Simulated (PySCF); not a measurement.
Method used: delta-SCF UKS SCAN, pcX-2 on the ionised atom, pcseg-1 elsewhere, spin-free X2C in PySCF. Geometries: PBE0-D3(BJ)/def2-SVP; isolated species, one conformer each. Values against the vacuum level.

(1) Order these sites by rising C 1s binding energy.
A. C6 in `[CH3:1][C:2]#[C:3][c:4]1[cH:5][cH:6][cH:7][o:8]1`
B. Carbon in `CN[SiH](O)O`
C. C5 in `[CH2:1]=[C:2]1[CH:3]=[CH:4][C:5](=[O:6])[CH:7]=[CH:8]1`

(2) Rank by computed O 1s binding energy, lowest first.
A. Oxygen in `C[O+]1[GaH2-][O+](C)[GaH2-]1`
B. Oxygen in `C=C1C=CC(=O)C=C1`
C. Oxygen in `CC#Cc1ccco1`
D. Oxygen in `CN[SiH](O)O`

Answers

(1) A (290.35 eV), B (291.78 eV), C (292.65 eV).

From the lowest up, the atoms are bonded to: 2 C (aromatic in the SMILES) and H (290.35); N and 3 H (291.78); O (double bond) and 2 C (292.65).

(2) B (536.48 eV), A (537.96 eV), D (538.37 eV), C (539.71 eV).

From the lowest up, the atoms are bonded to: C (double bond) (536.48); C and 2 Ga (537.96); H and Si (538.37); 2 C (aromatic in the SMILES) (539.71).
